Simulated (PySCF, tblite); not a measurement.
Species: C₇H₁₁P.
Structure used (GFN2-xTB), in Å, numbered top down from 1:
```
atom  x, y, z in Å
C1     0.1102    2.9904    0.5722
C2     0.3563    1.9562    0.0090
P3     0.7516    0.5594   -0.9995
C4     2.0861   -0.1023    0.0545
C5     2.4614   -1.3721    0.0777
C6    -0.6797   -0.5624   -0.5021
C7    -0.8934   -0.6507    1.0036
C8    -1.9383   -0.0706   -1.2109
H9    -0.1094    3.8680    1.1078
H10    2.6391    0.6477    0.6077
H11    3.2989   -1.7091    0.6681
H12    1.9439   -2.1328   -0.4847
H13   -0.4204   -1.5562   -0.8900
H14    0.0046   -1.0021    1.5082
H15   -1.1556    0.3262    1.4057
H16   -1.7047   -1.3439    1.2237
H17   -1.7837   -0.0273   -2.2878
H18   -2.2010    0.9274   -0.8625
H19   -2.7757   -0.7366   -1.0082
```

Jobs on this species (19 atoms, 68 electrons) with PySCF (density fitting) and tblite. Hardware of each: an Arm Neoverse V2 with one thread, on a shared host. Other jobs ran on the host; a repeat could differ by tens of per cent or more.

Task: Rank these jobs by wall time, shortest first.
A. GFN2-xTB; L-BFGS relaxation
B. GFN2-xTB; Hessian by finite differences
C. PBE0/pcSseg-1; shieldings, charges and field gradients; 198 basis functions

Result: B (0.57 s), A (0.93 s), C (26 s).

All jobs:

```tsv
level and settings	work	basis functions	SCF cycles	wall time
GFN2-xTB	Hessian by finite differences	–	–	0.57 s
GFN2-xTB	L-BFGS relaxation	–	–	0.93 s
PBE0/pcSseg-1	shieldings, charges and field gradients	198	14	26 s
```

Task: What do all jobs in the table cost together?

Result: About 28 s; the longest takes about 95 % of that, and about 46 times as long as the shortest.
